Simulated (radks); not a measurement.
Spherical quantum dot in the effective-mass picture: electrons in a parabolic well V = omega^2 r^2 / 2 with omega = 2.35, with a point charge +2 (a donor) at the centre, all in effective atomic units (hartree* = m*/eps^2 hartree, bohr* = eps/m* bohr), one dielectric constant everywhere. Method: non-relativistic Kohn-Sham, LDA (Slater exchange, Perdew-Wang correlation), spin-polarised, spherical densities; computed with a radial shooting solver with Libxc functionals. Levels are named by radial order and angular momentum (1s, 1p, 1d, 2s, ...), and open shells are averaged over m.

N = 8, configuration 1s2 1p6. This is the lowest configuration that the search found. Occupied and some empty levels:

| level | occupation | eigenvalue (hartree*) | <r> (bohr*) |
|---|---|---|---|
| 1s | 2 | 7.2576 | 0.6397 |
| 1p | 6 | 10.074 | 1.033 |
| 2s | 0 | 11.380 | 1.111 |
| 1d | 0 | 12.185 | 1.251 |
| 1f | 0 | 14.271 | 1.419 |

Energy (hartree*): total 46.0996, kinetic 20.846, external 0.34973, Hartree 30.662, exchange-correlation -5.7578. Static polarisability (adiabatic kernel): 1.333 bohr*^3, against N/omega^2 = 1.449 from the generalised Kohn theorem, which the central charge breaks.

Electron density:

| r (bohr*) | n(r) (e/bohr*^3) |
|---|---|
| 0.0910 | 4.190 |
| 0.192 | 2.984 |
| 0.293 | 2.266 |
| 0.395 | 1.831 |
| 0.496 | 1.549 |
| 0.597 | 1.338 |
| 0.699 | 1.155 |
| 0.800 | 0.9771 |
| 0.901 | 0.8015 |
| 1.00 | 0.6328 |
| 1.10 | 0.4763 |
| 1.21 | 0.3426 |
| 1.31 | 0.2343 |
| 1.41 | 0.1514 |
| 1.51 | 0.09324 |
| 1.61 | 0.05442 |
| 1.71 | 0.03010 |
| 1.81 | 0.01567 |
| 1.91 | 0.007785 |
| 2.02 | 0.003665 |
